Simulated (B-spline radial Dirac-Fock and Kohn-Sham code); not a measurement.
Sb¹⁷⁺: scattering cross sections and density moments

System: Sb¹⁷⁺, 1s2 2s2 2p6 3s2 3p6 3d10 4s2 4p4.

Input of the calculation (task.json; shells as n, l, electrons):

```json
{"items": [{
  "Z": 51,
  "q": 17,
  "cfg": [[1, 0, 2], [2, 0, 2], [2, 1, 6], [3, 0, 2], [3, 1, 6], [3, 2, 10], [4, 0, 2], [4, 1, 4]],
  "A": 121,
  "rrms": 4.6802,
  "do": ["scatter"],
  "s": [0.0, 0.07, 0.09, 0.11, 0.14, 0.17, 0.21, 0.26, 0.32, 0.4, 0.49, 0.61, 0.75, 0.94, 1.16, 1.44, 1.78, 2.21, 2.74, 3.4, 4.22, 5.23, 6.48],
  "pz": [0, 0.1, 0.14, 0.2, 0.29, 0.41, 0.58, 0.83, 1.2, 1.7, 2.4, 3.4, 4.9, 6.9, 9.9, 14.0, 20.0, 28.0, 40.0, 58.0, 82.0],
  "hv_scatter": [2000, 10000, 17479.3, 20000, 30000, 50000, 200000, 1000000]
}]}
```

Launch: `python xray_run.py task.json out`

Method: relativistic Hartree-Fock (Dirac-Fock) wave functions, averaged over the configuration. Computed with a radial finite-basis atomic code.

| Property | Result |
| --- | --- |
| Sum of ⟨r⟩ | 10.97 bohr |
| Sum of ⟨r²⟩ | 5.837 bohr² |
| Sum of ⟨1/r⟩ | 292.36 per bohr |
| Langevin diamagnetic susceptibility | -4.62 × 10⁻⁶ cm³/mol |
| Lamb shielding (α²/3)Σ⟨1/r⟩ | 5189 ppm |

Coherent scattering is the Thomson cross section weighted by f₀², without anomalous dispersion; incoherent scattering is Klein-Nishina weighted by S. The Lamb formula is the non-relativistic shielding expression. Electron correlation is left out.

| hν (keV) | coherent (b) | incoherent (b) | incoherent per electron (b) |
| --- | --- | --- | --- |
| 2 | 744.6 | 0.3703 | 0.0109 |
| 10 | 442.6 | 4.647 | 0.137 |
| 17.4793 | 261.6 | 7.704 | 0.227 |
| 20 | 222.9 | 8.500 | 0.250 |
| 30 | 129.1 | 10.86 | 0.320 |
| 50 | 61.10 | 13.19 | 0.388 |
| 200 | 5.551 | 12.88 | 0.379 |
| 1000 | 0.2485 | 7.126 | 0.210 |

Incoherent scattering overtakes coherent scattering between 50 and 200 keV.
